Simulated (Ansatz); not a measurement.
`OCCC[SiH3]`. Charge 0, multiplicity 1. Geometry: relaxed with PBE0-D4/def2-TZVP. It is one conformer, not always the lowest.

```xyz
15

O     1.913   -0.715    0.666
C     1.375    0.552    0.343
C    -0.007    0.653    0.948
C    -0.968   -0.430    0.462
Si   -1.310   -0.447   -1.384
H     2.757   -0.815    0.223
H     1.319    0.682   -0.747
H     2.007    1.359    0.740
H    -0.404    1.647    0.717
H     0.089    0.598    2.038
H    -0.584   -1.415    0.743
H    -1.934   -0.319    0.967
H    -0.119   -0.850   -2.180
H    -2.407   -1.406   -1.687
H    -1.728    0.907   -1.849
```

Q: What is the dipole moment at B3LYP/def2-TZVPP? (Estimate.)

A: Ansatz gave: 1.35 D, with components (1.02, 0.89, 0.08) D in this frame, pointing from negative to positive charge.

Q: And with PBE, r2SCAN, ωB97M-V? (Estimate.)

A: Computed: PBE 1.33 D, r2SCAN 1.34 D, ωB97M-V 1.36 D.

Q: Give the Mulliken charges with B3LYP, r2SCAN, PBE in def2-TZVPP. (Estimate.)

A: Computed: 
```tsv
atom	B3LYP	r2SCAN	PBE
O1	-0.35	-0.37	-0.31
C2	-0.01	0.08	-0.04
C3	-0.10	-0.01	-0.09
C4	-0.22	-0.17	-0.19
Si5	0.26	0.27	0.18
H6	0.18	0.19	0.18
H7	0.07	0.04	0.07
H8	0.08	0.04	0.08
H9	0.06	0.02	0.06
H10	0.07	0.03	0.07
H11	0.09	0.07	0.09
H12	0.09	0.06	0.09
H13	-0.08	-0.08	-0.06
H14	-0.07	-0.08	-0.06
H15	-0.08	-0.08	-0.06
```

B3LYP here is the variant with VWN-RPA as its local correlation; programs differ in this.
